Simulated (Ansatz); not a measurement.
Reaction (substitution at a C–F bond): `F/C=N/[SiH3]` + H₂S → `[SiH3]/N=C\S` + H–F

Isolated molecules relaxed with PBE0-D4/def2-TZVP in Ansatz; ΔE leaves out vibrations. CBS: MP2 limit from def2 TZ/QZ plus the TZ coupled-cluster correction, frozen cores. This one scheme is used for every species. Double bonds are as drawn, so ΔE can hold a change between cis and trans. Functionals use def2-TZVPP. B3LYP here is the variant with VWN-RPA as its local correlation; programs differ in this. HSE06 is defined as in plane-wave codes. Each species was taken in one conformer, which may not be the lowest.

```
             level  ΔE (kJ/mol)  difference from CCSD(T)/CBS
       LDA (SPW92)         -5.6                          3.2
            PBE-D4         -9.2                         -0.4
         revPBE-D4        -15.0                         -6.2
           BLYP-D4         -6.7                          2.1
         r2SCAN-D4         -1.4                          7.4
            B97M-V          3.7                         12.5
           PBE0-D4         -5.0                          3.8
        r2SCANh-D4         -0.8                          8.0
        r2SCAN0-D4          0.2                          9.0
          BHLYP-D4          4.8                         13.6
      CAM-B3LYP-D4          9.6                         18.4
           ωB97X-V         10.3                         19.1
           ωB97M-V          7.4                         16.2
            B2PLYP          2.0                         10.8
          PBE-QIDH         -3.1                          5.7
               PBE         -3.0                          5.8
            revPBE         -0.7                          8.1
              BLYP          6.4                         15.2
            r2SCAN          0.1                          8.9
             B3LYP          8.0                         16.8
           r2SCANh          0.8                          9.6
           r2SCAN0          2.0                         10.8
             HSE06         -0.2                          8.6
             BHLYP         13.5                         22.3
         CAM-B3LYP         15.2                         24.0
           LC-ωPBE         12.4                         21.2
RPA@PBE/def2-TZVPP          4.0                         12.8
       HF/def2-SVP         40.0                         48.8
      MP2/def2-SVP         10.2                         19.0
     CCSD/def2-SVP         20.7                         29.5
     HF/def2-TZVPP         28.3                         37.1
    MP2/def2-TZVPP        -11.3                         -2.5
   CCSD/def2-TZVPP          4.3                         13.1
CCSD(T)/def2-TZVPP         -1.3                          7.5
     HF/def2-QZVPP         28.4                         37.2
    MP2/def2-QZVPP        -15.6                         -6.8
SCS-MP2/def2-QZVPP         -6.7                          2.1
      HF/CBS(def2)         28.4                         37.2
     MP2/CBS(def2)        -18.8                        -10.0
    CCSD/CBS(def2)         -3.2                          5.6
       CCSD(T)/CBS         -8.8                            0
```

Largest T1 diagnostic among the species: 0.015.

From PBE to PBE0 (25 % exact exchange), in def2-TZVPP and without D4, ΔE moves by +3.4 kJ/mol. The D4 term adds −10.1 kJ/mol with B3LYP and −5.4 kJ/mol with PBE0; it sums over pairs of atoms, weighted by their polarisabilities, and B3LYP, whose exchange is more repulsive, gets the larger term. At CCSD(T), def2-SVP lies +25.9 kJ/mol from the extrapolated value and def2-TZVPP +7.4 kJ/mol.
